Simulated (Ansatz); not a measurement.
`[NH2][Sn][N]([SiH3])[SiH3]` at its PBE0-D4/def2-TZVP geometry, where that method's forces vanish. Total charge 0; spin multiplicity 1. Sn takes the def2 core potential.

```xyz
13

N    -0.7621   -0.3833   -2.5533
Sn    1.0249   -0.7272   -1.6883
N     0.4594   -0.0816    0.2085
Si    1.6790   -0.0396    1.4292
Si   -1.1559    0.3590    0.6266
H    -1.5704    0.0685   -2.1522
H    -0.9199   -0.6007   -3.5254
H     2.9513   -0.5272    0.8215
H     1.9097    1.3349    1.9550
H     1.3500   -0.9116    2.5917
H    -1.1816    0.8962    2.0164
H    -1.6937    1.4109   -0.2838
H    -2.0908   -0.7981    0.5542
```

What forces (eV/Å) does PBE-D4/def2-TZVPP give on these atoms in the Gaussian-basis code of Ansatz? (Best estimate.)

The calculation gave: 
```
N1  -0.058 -0.011 -0.014
Sn2  0.538 -0.209 -0.169
N3  -0.033  0.019  0.005
Si4  0.151  0.005  0.155
Si5 -0.180  0.046  0.067
H6  -0.305  0.164  0.143
H7  -0.063 -0.071 -0.340
H8   0.129 -0.049 -0.060
H9   0.028  0.142  0.058
H10 -0.029 -0.090  0.124
H11 -0.014  0.060  0.137
H12 -0.062  0.112 -0.099
H13 -0.101 -0.117 -0.008
```
